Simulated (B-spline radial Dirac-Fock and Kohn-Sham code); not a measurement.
# Binding energies of Re²¹⁺ at several levels of theory

System: the Re²¹⁺ ion, configuration [Kr] 4d10 4f8.

The density-functional columns are spherical, spin-unpolarised Dirac-Kohn-Sham results without Breit or QED terms: −ε is minus the orbital energy of the initial state and ΔSCF the difference of two total energies. The reference in the last column comes from multi-electron Dirac-Fock with separately optimised hole states, Breit and Lamb-shift corrections added in first order. All numbers are from a radial B-spline solver, in eV; a selection of levels is shown. The Kohn-Sham columns are given as differences from the reference. For the 1s level of heavy atoms much of the gap between ΔSCF and the reference is the Breit and QED part, -365.3 eV here; for other levels the error of the functional can be larger.

| level | LDA −ε − DF | LDA ΔSCF − DF | Dirac-Fock |
| --- | --- | --- | --- |
| K (1s) | -226.4 | +353.0 | 72277.6 |
| L1 (2s) | -176.7 | -58.8 | 13138.4 |
| L2 (2p1/2) | -128.2 | +19.8 | 12562.5 |
| L3 (2p3/2) | -143.0 | -14.4 | 11139.2 |
| M1 (3s) | -98.5 | -54.7 | 3540.2 |
| M2 (3p1/2) | -80.6 | -34.4 | 3285.9 |
| M3 (3p3/2) | -79.8 | -36.9 | 2972.2 |
| M4 (3d3/2) | -58.3 | -9.1 | 2551.3 |
| M5 (3d5/2) | -59.7 | -11.6 | 2484.6 |
| N1 (4s) | -52.2 | -28.4 | 1197.0 |
| N2 (4p1/2) | -43.8 | -20.1 | 1088.9 |
| N3 (4p3/2) | -43.6 | -20.9 | 1010.2 |
| N4 (4d3/2) | -29.5 | -7.0 | 831.1 |
| N5 (4d5/2) | -29.6 | -7.4 | 816.0 |
| N6,7 (4f) | -20.0 | +2.3 | 594.6 |

Values without a named source are computed, but for edge energies of neutral atoms, which are taken from tables.
